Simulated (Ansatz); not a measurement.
`O/C([SiH3])=C/[SiH3]` + `[OH][GeH2][O][SiH3]` → `[SiH3][O][GeH2][O][SiH3]` + `O/C=C/[SiH3]`  (ligand exchange at the Si–C bond)

Calculated with Ansatz (gas phase, PBE0-D4/def2-TZVP geometries, no zero-point term in ΔE). CCSD(T)/CBS is the MP2 limit (def2-TZVPP, def2-QZVPP) plus CCSD(T) − MP2 in def2-TZVPP, frozen cores. Double bonds are as drawn, so ΔE can hold a change between cis and trans. DFT in def2-TZVPP. For Ge outer-core shells are correlated without core-valence functions, which leaves a few kJ/mol of doubt a bond. Scalar relativity is left out up to krypton. Each species was taken in one conformer, which may not be the lowest.

| level | ΔE (kJ/mol) |
| --- | --- |
| r2SCAN-D4 | -114.3 |
| HF/def2-QZVPP | -147.8 |

Q: What does CCSD(T)/CBS give? (An estimate is asked.)

A: Computed: -117.1 kJ/mol. The listed levels differ from it by 2.8, -30.7 kJ/mol.

Largest T1 diagnostic among the species: 0.013.

In def2-TZVPP, CCSD(T) changes the Hartree–Fock value by +28.1 kJ/mol (the triples alone add +4.6 kJ/mol) and MP2 by +26.6 kJ/mol. From PBE to PBE0 (25 % exact exchange), in def2-TZVPP and without D4, ΔE moves by −8.5 kJ/mol.
